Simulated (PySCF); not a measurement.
All values below come from PBE0-D3(BJ)/def2-TZVPD (PySCF). Gas-phase values, no solvent. One relaxed conformer stands for a flexible species; it need not be the lowest. 

Reference species (SMILES): `[Al-]([NH2])[Cl]` (lower singlet) (charge -1, multiplicity 1).

```yaml
HOMO: -0.30 eV
```

Changed species: `[SH][Al-][Cl]` (lower singlet; H–S–Al–Cl torsion 0°) (X = mercapto, multiplicity 1; the reference has X = amino, multiplicity 1).

### Question
Predict the effect on the HOMO.

### Answer
the HOMO drops by 0.50 eV, to -0.80 eV.
